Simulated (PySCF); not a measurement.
C2H3BFNO2, SMILES COB(N=C=O)F.

Geometry: r2SCAN-D4/def2-SVP. This is a generated structure with no PubChem entry under its InChIKey; it may be hypothetical. The values are those of a single conformer.

Vertical ionisation energy (IE) and electron affinity (EA) in eV. Rows of orbital energies are one-electron estimates. Where ΔSCF, EOM or ADC give a negative EA the extra electron is unbound and the value depends on the basis.

```json
[
 {"level": "−ε(HOMO), −ε(LUMO), B3LYP/def2-TZVP (PySCF)", "IE": "___", "EA": "___"},
 {"level": "−ε(HOMO), −ε(LUMO), PBE/def2-TZVP (PySCF)", "IE": "7.54", "EA": "1.28"}
]
```

What belongs in the gaps? (Estimate from the structure and the level; the computed values follow.)


- −ε(HOMO), −ε(LUMO), B3LYP/def2-TZVP (PySCF), IE: 8.78
- −ε(HOMO), −ε(LUMO), B3LYP/def2-TZVP (PySCF), EA: 0.54
